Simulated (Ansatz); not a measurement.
Reaction (substitution at a C–C bond): `CCC(C)Br` + `BN[SiH2]Cl` → `BN(CC)[SiH2]Cl` + `CCBr`

Computed with Ansatz on PBE0-D4/def2-TZVP structures; ΔE is electronic, products minus reactants. CCSD(T)/CBS is the MP2 limit (def2-TZVPP, def2-QZVPP) plus CCSD(T) − MP2 in def2-TZVPP, frozen cores. DFT in def2-TZVPP. For Br outer-core shells are correlated without core-valence functions, which leaves a few kJ/mol of doubt a bond. Scalar relativity is left out up to krypton. Each species was taken in one conformer, which may not be the lowest.

| level | ΔE (eV) |
| --- | --- |
| B2PLYP | 0.37 |
| PBE | 0.36 |
| PBE0 | 0.38 |
| HF/CBS(def2) | 0.37 |

Question: What does CCSD(T)/CBS give? (Estimate.)

Answer: Ansatz gave: +0.40 eV. The listed levels differ from it by -0.03, -0.04, -0.02, -0.03 eV.

Largest T1 diagnostic among the species: 0.011.
